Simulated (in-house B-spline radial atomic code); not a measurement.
A fraction x of an electron is moved 3p → 3d in the manganese ion Mn⁵⁺, starting from [Ar] 3d2 and keeping the highest spin. Method: non-relativistic r2SCAN0, spin-polarised, spherical fractional occupations, point nucleus. Calculated with a radial B-spline atomic code at the basis-set limit.

Caution: exact exchange at fractional occupations of open shells leaves self-interaction of up to several eV.

```
    x  E(x) - E(0) (eV)  3p down level (eV)  3d up level (eV)
    0            0.0000            -135.457           -83.623
0.125            6.4222            -134.948           -84.027
 0.25                 ?                   ?                 ?
0.375           18.9229            -133.903           -84.819
  0.5           25.0006            -133.367           -85.207
0.625           30.9626            -132.821           -85.590
 0.75           36.8083            -132.267           -85.967
0.875                 ?                   ?                 ?
    1           48.1490            -131.130           -86.707
```

What belongs in the row x = 0.25?

An energy change of 12.7300 eV; 3p down at -134.430 eV, 3d up at -84.426 eV.

What belongs in the row x = 0.875?

An energy change of 42.5373 eV; 3p down at -131.703 eV, 3d up at -86.340 eV.

Check Janak's theorem between x = 0.375 and 0.5.

The slope of the energy is 48.62 eV; the orbital levels give 48.62 eV (ε of the receiving orbital less ε of the emptying one, averaged over the two points).
